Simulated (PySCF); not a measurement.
**Exercise with solution: oscillator strength and radiative lifetime**

Br2HInO, SMILES [Br][In]([Br])[OH].

Geometry optimised at B3LYP-D3(BJ)/def2-SVP. The structure was generated by enumeration; whether it is a known compound was not checked. The def2 effective core potentials stand for the cores of In; spin–orbit coupling is left out. One conformer was computed; it need not be the lowest.

TDA-LC-ωPBE/def2-SVPD in PySCF puts the first singlet state with f over 0.02 at 5.31 eV (vertical), with the transition dipole (-0.009, -0.500, 0.000) in atomic units.

Find the oscillator strength, the wavelength and the radiative lifetime that this transition would have in vacuum if emission retraced absorption.


|μ|² = 0.2501 au, so |μ| = 1.27 D. ΔE = 5.31/27.211 = 0.1951 hartree. f = (2/3) ΔE |μ|² = 0.033 (the program prints 0.033).
λ = 1239.84/5.31 = 233 nm; ν = 42828 cm⁻¹.
Einstein's coefficient A = 0.6670 ν² f s⁻¹ (ν in cm⁻¹) = 4.0e7 s⁻¹, so τ = 1/A = 25 ns. This state is S1. The figure is the radiative limit of this one transition; relaxation, internal conversion, crossing to triplets and a medium change what is measured.
